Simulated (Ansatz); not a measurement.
This geometry of BClH2O + H2O (8 atoms, charge 0, multiplicity 1) is a first-order saddle point.

These are results of RKS B3LYP-D4/cc-pVDZ in Ansatz 0.2.0, not measurements.

```xyz
8
Properties=species:S:1:pos:R:3
B -0.186 0.246 -0.020
Cl 0.062 -0.162 2.287
H 0.865 -0.176 -0.397
O -1.423 -0.110 -0.451
H -1.452 -0.986 -0.856
O -0.182 1.695 0.440
H -1.097 2.033 0.397
H -0.032 1.328 1.487
```

**Question.** Which two structures does it join? (They come from a converged band through this point; their orientation in space is the band's.)

**Answer.** Bonds broken: B1–Cl2, O6–H8. Bonds formed: B1–O6, Cl2–H8. BClH2O + H2O becomes BH3O2 + ClH.

Image 0:

```xyz
8
Properties=species:S:1:pos:R:3
B 0.024 -0.076 0.092
Cl 0.041 -0.789 1.794
H 1.078 0.057 -0.457
O -1.103 -0.297 -0.666
H -1.813 -0.702 -0.149
O -0.207 1.828 0.590
H -1.043 2.044 0.144
H -0.423 1.804 1.538
```

Image 10:

```xyz
8
Properties=species:S:1:pos:R:3
B -0.579 0.041 -0.284
Cl 1.197 1.258 3.238
H 0.232 -0.837 -0.150
O -1.476 0.115 -1.305
H -1.402 -0.618 -1.929
O -0.595 1.033 0.663
H -1.273 1.706 0.492
H 0.448 1.171 2.161
```

**Question.** How far does it lie above each of them?

**Answer.** 0.40 eV above the first and 0.99 eV above the second. This is the barrier of this one path; another mechanism may lie lower. The orbitals stay closed-shell, which can raise the energy where a bond breaks towards radicals; this wasn't checked here.

Run time: 7.7 min on 1 thread of Arm Neoverse V1, on a shared host, peak memory 0.15 GiB.
